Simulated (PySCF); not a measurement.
**Diatomic cations of Mg with group 15**

HF with double-zeta basis sets in PySCF, for the lowest determinant that a PBE0 search found; no spin–orbit coupling. De refers to high-spin ground-configuration atoms (the charge goes to the atom of lower measured ionisation energy or higher electron affinity, which is not always the lowest computed limit). A positive dipole points towards Mg; it is taken about the centre of mass and depends on that origin.

```csv
M,basis,reference,charged atom,state (unpaired electrons),Re (Å),ωe (cm⁻¹),De (eV),μ (D)
P,def2-SVP,ROHF,Mg+,triplet (π ↑↑),2.481,361,-0.04,8.36
As,aug-cc-pVDZ/aug-cc-pVDZ-PP,ROHF,Mg+,triplet (π ↑↑),2.558,297,0.12,9.71
Sb,x2c-SVPall,ROHF,Mg+,triplet (π ↑↑),2.786,247,0.35,10.08
Bi,def2-SVP,ROHF,Bi+,triplet (π ↑↑),2.876,218,n/a,10.09
```

The shortest bond is that of MgP⁺ (2.481 Å), the longest that of MgBi⁺ (2.876 Å).

The rows differ in basis set, which adds steps of its own.

Down a group the atoms grow and get heavier, so bonds lengthen and wavenumbers fall; this series shows no clear exception.

These are scalar-relativistic numbers at best; spin–orbit coupling would shift them, the dissociation energy most. For an ion De counts to the pair picked by the measured ionisation energies or electron affinities, which need not be the lowest pair at this level. UHF is strongly spin-contaminated for MgAs⁺, MgBi⁺, MgP⁺, MgSb⁺, so the ROHF reference used there is far from stable. Hartree–Fock leaves out correlation, which carries a large part of most bond energies and some tenths to 1 eV of ionisation energies. A negative De means that the minimum lies above the separated atoms at that level. States were picked by a PBE0 search and need not be the measured ground states.
